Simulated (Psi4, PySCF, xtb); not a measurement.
Conformational energy of SMILES OB(O)[SiH2][SiH2][GeH3] (H₉BGeO₂Si₂). Scanned: dihedral H7–O1–B2–Si4; all other coordinates were relaxed at GFN2-xTB. Points at φ and −φ are mirror images. Heavy atoms are numbered in the order of the SMILES OB(O)[SiH2][SiH2][GeH3], hydrogens after them in the order of the atoms that carry them; the mirror image has the same energies with the sign of each dihedral reversed.

Computed with: GFN1-xTB // GFN2-xTB (xtb); RHF/6-31G* = restricted Hartree-Fock/6-31G*, spherical d, density fitting // GFN2-xTB run with PySCF 2.14.0; PBE-D3(BJ)/def2-SVP // GFN2-xTB (Psi4).

Energies relative to the lowest point of each profile, in kJ/mol:

| φ / ° | GFN1-xTB | RHF/6-31G* |
|---|---|---|
| -160 | 2.5 | 17.8 |
| -140 | 9.7 | 27.5 |
| -100 | 32.2 | 43.4 |
| -80 | 29.4 | 40.9 |
| -60 | 19.6 | 27.6 |
| -40 | 10.9 | 13.5 |
| 20 | 5.3 | 3.6 |
| 80 | 29.4 | 40.9 |
| 120 | 20.9 | 39.1 |
| 140 | 9.7 | 27.5 |
| 160 | 2.5 | 17.8 |
| 180 | 0.0 | 14.2 |

Question: Estimate the PBE-D3(BJ)/def2-SVP values at these points.

Answer: -160: 17.8; -140: 26.9; -100: 43.8; -80: 38.6; -60: 25.2; -40: 12.1; 20: 3.2; 80: 38.6; 120: 38.4; 140: 26.9; 160: 17.8; 180: 14.4 (kJ/mol).
